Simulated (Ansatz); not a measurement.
Geometry optimisation, RKS PBE-D4/def2-SVP in Ansatz.

input.yaml

```yaml
crystal:
  periodic: [false, false, false]
  atoms:
    - { symbol: Al, position_ang: [-1.333872, 0.182799, 0.253747] }
    - { symbol: C, position_ang: [1.780555, -0.378887, 1.060967] }
    - { symbol: C, position_ang: [-1.207609, 0.190259, -1.695724] }
    - { symbol: Cl, position_ang: [-1.76643, 2.000871, 1.281808] }
    - { symbol: H, position_ang: [0.768703, -0.772851, 1.191229] }
    - { symbol: H, position_ang: [-1.140777, -1.063624, 1.14563] }
    - { symbol: H, position_ang: [1.771764, 0.554357, 0.463709] }
    - { symbol: H, position_ang: [2.208085, -0.160059, 2.056741] }
    - { symbol: H, position_ang: [2.397564, -1.13562, 0.542729] }
    - { symbol: H, position_ang: [-1.930579, 0.880156, -2.17774] }
    - { symbol: H, position_ang: [-1.35508, -0.824948, -2.120633] }
    - { symbol: H, position_ang: [-0.192324, 0.527547, -2.002563] }
basis:
  gaussian: { orbitals: def2-SVP }
hamiltonian:
  xc: pbe
  dispersion: d4
relax:
  f_tol: 0.03
  max_steps: 50
output:
  orbitals: {}
```

Run as:

```bash
$ ansatz run input.yaml --threads 2 --pin off --max-ram 3072MiB --backend cpu --events-out ev --progress --plain --runs-dir out
```

Question: Where does it end, and by what steps?

Answer: It converged. The force dipped under the threshold on the way, but the program's further checks kept it going. After 18 steps the energy has fallen by 0.178 eV; H9 moved furthest, 1.04 Å.

```json
{"step": "0", "energy less start (eV)": "0.0000", "largest force component (eV/Å)": "0.576", "accepted": "yes"}
{"step": "1", "energy less start (eV)": "-0.0699", "largest force component (eV/Å)": "0.138", "accepted": "yes"}
{"step": "2", "energy less start (eV)": "-0.0900", "largest force component (eV/Å)": "0.230", "accepted": "yes"}
{"step": "3", "energy less start (eV)": "-0.1071", "largest force component (eV/Å)": "0.242", "accepted": "yes"}
{"step": "4", "energy less start (eV)": "-0.1087", "largest force component (eV/Å)": "0.244", "accepted": "yes"}
{"step": "5", "energy less start (eV)": "-0.1324", "largest force component (eV/Å)": "0.153", "accepted": "yes"}
{"step": "6", "energy less start (eV)": "-0.1405", "largest force component (eV/Å)": "0.124", "accepted": "yes"}
{"step": "7", "energy less start (eV)": "-0.1467", "largest force component (eV/Å)": "0.247", "accepted": "yes"}
{"step": "8", "energy less start (eV)": "-0.1530", "largest force component (eV/Å)": "0.151", "accepted": "yes"}
{"step": "9", "energy less start (eV)": "-0.1577", "largest force component (eV/Å)": "0.303", "accepted": "yes"}
{"step": "10", "energy less start (eV)": "-0.1650", "largest force component (eV/Å)": "0.234", "accepted": "yes"}
{"step": "11", "energy less start (eV)": "-0.1612", "largest force component (eV/Å)": "0.383", "accepted": "no"}
{"step": "12", "energy less start (eV)": "-0.1722", "largest force component (eV/Å)": "0.109", "accepted": "yes"}
{"step": "13", "energy less start (eV)": "-0.1750", "largest force component (eV/Å)": "0.088", "accepted": "yes"}
{"step": "14", "energy less start (eV)": "-0.1742", "largest force component (eV/Å)": "0.167", "accepted": "no"}
{"step": "15", "energy less start (eV)": "-0.1768", "largest force component (eV/Å)": "0.028", "accepted": "yes"}
{"step": "16", "energy less start (eV)": "-0.1777", "largest force component (eV/Å)": "0.024", "accepted": "yes"}
{"step": "17", "energy less start (eV)": "-0.1781", "largest force component (eV/Å)": "0.045", "accepted": "yes"}
{"step": "18", "energy less start (eV)": "-0.1782", "largest force component (eV/Å)": "0.017", "accepted": "yes"}
```

```xyz
12
Properties=species:S:1:pos:R:3
Al -1.212 0.259 0.370
C 1.511 -0.366 0.890
C -0.888 0.078 -1.549
Cl -1.214 2.236 1.195
H 0.737 -1.159 0.952
H -1.764 -0.885 1.334
H 1.092 0.651 1.049
H 2.237 -0.552 1.703
H 2.010 -0.409 -0.095
H -1.807 0.350 -2.114
H -0.619 -0.960 -1.838
H -0.084 0.760 -1.897
```

The run took 32 s on 2 threads of Arm Neoverse V2, on a shared host, peak memory 0.14 GiB.
